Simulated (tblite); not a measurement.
C₂H₁₀Ge₂N₂.
Atom-mapped SMILES: `[CH3:1]/[N:2]=[CH:3]/[GeH2:4][NH:5][GeH3:6]` (hydrogens: H7, H8, H9 on C1; H10 on C3; H11, H12 on Ge4; H13 on N5; H14, H15, H16 on Ge6)

Cartesian coordinates in Å at the GFN2-xTB level; atoms count from 1:
```
atom  x, y, z in Å
C1     3.169    0.202    0.510
N2     1.981   -0.593    0.489
C3     0.990   -0.252   -0.204
Ge4   -0.619   -1.364   -0.084
N5    -1.956   -0.454    0.780
Ge6   -2.738    1.041    0.112
H7     3.103    1.107   -0.110
H8     3.373    0.479    1.545
H9     3.998   -0.418    0.167
H10    0.994    0.672   -0.807
H11   -1.197   -1.678   -1.436
H12   -0.354   -2.596    0.723
H13   -1.846   -0.441    1.784
H14   -3.868    1.382    1.032
H15   -1.814    2.228    0.010
H16   -3.224    0.693   -1.255
```

Method: GFN2-xTB as coded in tblite; computed harmonic values from a numerical Hessian at the method's own geometry, unscaled. The method is semi-empirical: single wavenumbers can be off by several per cent or more. Modes of hydrogen on germanium can be 10 to 20 % off. One conformer, not necessarily the lowest.

Harmonic wavenumbers (cm⁻¹): 25.3, 39.7, 83.5, 116.5, 125.7, 170.8, 198.7, 251.7, 342.5, 404.8, 428.5, 485.9, 548.0, 578.4, 655.3, 677.1, 701.4, 726.6, 776.6, 786.1, 821.5, 846.5, 850.0, 1026.1, 1077.1, 1102.8, 1127.7, 1276.4, 1385.2, 1454.0, 1468.3, 1706.5, 1912.3, 1950.2, 2013.1, 2031.1, 2076.6, 2748.1, 2883.6, 2986.7, 3002.0, 3405.3.

A = 2541, B = 635.0, C = 532.4 MHz; mass 209.927 u (most abundant isotopes); point group C1, symmetry number 1.

Zero-point energy?

Half the sum of the wavenumbers: 23637 cm⁻¹ = 282.76 kJ/mol.

Give the ideal-gas entropy at 298.15 K and 1 bar in the rigid-rotor, harmonic-oscillator model (classical rotation).

Translation 175.54, rotation 126.79, vibration 146.71: S = 449.0 J/(mol K).

And Cp and H(298.15 K) − H(0)?

Cp = 164.98 J/(mol K), of which vibrations give 131.73 (their classical limit is 42 R = 349.2); H(298.15 K) − H(0) = 31.17 kJ/mol without the zero-point energy, 21.26 from vibrations.

Which modes carry the vibrational entropy at 298.15 K?

25.3 cm⁻¹: 25.80; 39.7 cm⁻¹: 22.07; 83.5 cm⁻¹: 15.93; 116.5 cm⁻¹: 13.21; 125.7 cm⁻¹: 12.60; 170.8 cm⁻¹: 10.15 J/(mol K); the other 36 give 46.95 together.

How do the functions run with temperature in this model?

```json
{"T (K)": "150", "S (J/(mol K))": "357.7", "Cp (J/(mol K))": "106.4", "H − H(0) (kJ/mol)": "10.98", "G − H(0) (kJ/mol)": "-42.68", "ln q(vib)": "4.61"}
{"T (K)": "250", "S (J/(mol K))": "421.6", "Cp (J/(mol K))": "146.9", "H − H(0) (kJ/mol)": "23.66", "G − H(0) (kJ/mol)": "-81.74", "ln q(vib)": "7.67"}
{"T (K)": "400", "S (J/(mol K))": "502.4", "Cp (J/(mol K))": "198.3", "H − H(0) (kJ/mol)": "49.73", "G − H(0) (kJ/mol)": "-151.21", "ln q(vib)": "11.93"}
{"T (K)": "600", "S (J/(mol K))": "592.6", "Cp (J/(mol K))": "246.9", "H − H(0) (kJ/mol)": "94.57", "G − H(0) (kJ/mol)": "-260.98", "ln q(vib)": "17.16"}
{"T (K)": "900", "S (J/(mol K))": "702.3", "Cp (J/(mol K))": "293.3", "H − H(0) (kJ/mol)": "176.22", "G − H(0) (kJ/mol)": "-455.86", "ln q(vib)": "24.14"}
```

q(vib) and H(0) count from the zero-point level.

Hindered rotation and anharmonicity are outside this model. Other conformers, if any are populated, would add a mixing term that is left out. The structure is chiral; the term R ln 2 for an equal mix with its mirror image is left out.
